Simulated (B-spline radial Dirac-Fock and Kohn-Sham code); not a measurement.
Fe: eigenvalues, ΔSCF and the reference

System: the Fe atom, [Ar] 3d5 4s2 4p1 (an excited configuration).

The density-functional columns are spherical, spin-unpolarised Dirac-Kohn-Sham results without Breit or QED terms: −ε is minus the orbital energy of the initial state and ΔSCF the difference of two total energies. The reference in the last column comes from Dirac-Fock ΔSCF + Breit + QED. All numbers are from an atomic code on a B-spline grid, in eV; a selection of levels is shown. For the 1s level of heavy atoms much of the gap between ΔSCF and the reference is the Breit and QED part, -11.4 eV here; for other levels the error of the functional can be larger.

```tsv
level	LDA −ε	LDA ΔSCF	Dirac-Fock
K	6989.5	7144.4	7133.6
L1	826.3	850.8	872.6
L2	714.6	744.2	744.9
L3	702.2	731.3	732.7
M1	101.1	109.5	118.5
M2	68.37	76.62	78.63
M3	66.79	74.97	77.08
M4,5	14.35	21.71	19.61
N1	7.65	11.28	9.46
N2,3	2.74	5.61	5.16
```

Values without a named source are computed, but for edge energies of neutral atoms, which are taken from tables.
